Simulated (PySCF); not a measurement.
# Heteronuclear NMR

Structure with atom numbers: `[CH2:1]=[C:2]1[CH2:3][C@@H:4]([C:5]2([Cl:6])[CH2:7][CH2:8]2)[SiH2:9]1`; H(Xn) means a hydrogen on atom n. Ha(C1) is cis to C3; Ha(C3), Ha(Si9) are cis to C5 on the ring; Ha(C7), Ha(C8) are pro-R; Hb(C7), Hb(C8) are pro-S; Hb(C1) is trans to C3; Hb(C3), Hb(Si9) are trans to C5 on the ring.

[PySCF 2.14: NMR shieldings at PBE0/pcSseg-1/GIAO; geometry: GFN2-xTB; non-relativistic; no solvent model; a single conformation]

Q: Where does ²⁹Si resonate?

A: 
```tsv
atoms	environment	σ (ppm)	δ (ppm)
Si9	silicon bonded to 2 C, 2 H, in a 4-membered ring	392.8	-42.9
```

Shieldings were converted by a linear fit to measured shifts: ²⁹Si (scatter 8.9 ppm rms, 25.8 ppm with the 6 outliers that the fit left out vs TMS, solution or neat liquid). A few per cent of atoms miss by over 2 rms, more outside the fitted compound classes.

On a 500 MHz spectrometer ²⁹Si resonates near 99.3 MHz, so 1 ppm is 99.3 Hz.
